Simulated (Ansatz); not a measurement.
Z-matrix (Å, degrees):
```
Ge
F 1 1.736
Cl 1 2.149 2 103.5
O 1 1.756 2 107.0 3 115.0
Ge 1 2.418 2 111.4 3 -123.1
H 4 0.962 1 113.4 2 -63.5
H 5 1.531 1 108.2 2 -61.7
H 5 1.530 1 107.3 2 58.4
H 5 1.531 1 107.6 2 178.0
```

Total charge 0; spin multiplicity 1.

(1) List the PBE0/def2-TZVPP orbital energies in eV (the Gaussian-basis code of Ansatz). (Best estimate.)

Answers

(1) The calculation gave: Occupied: -10861.73, -10860.72, -2767.48, -1359.85, -1359.02, -1209.68, -1209.67, -1209.65, -1208.84, -1208.82, -1208.82, -673.36, -523.18, -259.32, -197.60, -197.46, -197.46, -172.69, -171.72, -122.53, -122.49, -122.43, -121.55, -121.48, -121.48, -35.70, -35.45, -35.31, -35.27, -35.25, -34.34, -34.33, -34.33, -34.26, -34.26, -32.02, -28.12, -23.02, -16.97, -15.47, -13.92, -12.36, -12.02, -11.60, -10.60, -10.46, -10.38, -9.88, -9.66, -9.26, -8.87. Lowest empty: -0.74, -0.14, -0.12, 0.57, 1.29, 1.84, 1.95, 2.64.
